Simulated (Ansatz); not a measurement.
Reactions of `N#[C][AlH][OH]`.

Isolated molecules relaxed with PBE0-D4/def2-TZVP in Ansatz; ΔE leaves out vibrations. CCSD(T)/CBS adds triple-zeta CCSD(T) − MP2 to the extrapolated MP2 energy (def2 sets, frozen cores). This one scheme is used for every species. DFT in def2-TZVPP. For Ge outer-core shells are correlated without core-valence functions, which leaves a few kJ/mol of doubt a bond. Scalar relativity is left out up to krypton. One conformer a species, not always the lowest.

| reaction | RPA@PBE/def2-TZVPP (eV) | ωB97M-V (eV) | CCSD(T)/CBS(def2) (eV) |
| --- | --- | --- | --- |
| `N#[C][AlH][OH]` + `c1cc[nH]c1` → `N#Cc1ccc[nH]1` + `[OH][AlH2]` | 0.74 | 0.72 | 0.75 |
| `N#[C][AlH][OH]` + `[CH3][GeH3]` → `[CH3][GeH2][AlH][C]#N` + H₂O | 1.19 | 1.23 | 1.16 |
| `N#[C][AlH][OH]` → `O=C=[N][AlH2]` | 0.55 | 0.40 | 0.59 |
| `N#[C][AlH][OH]` + HCl → `N#[C][AlH][Cl]` + H₂O | -0.16 | -0.21 | -0.25 |

Largest T1 diagnostic: 0.016, for `O=C=[N][AlH2]`.
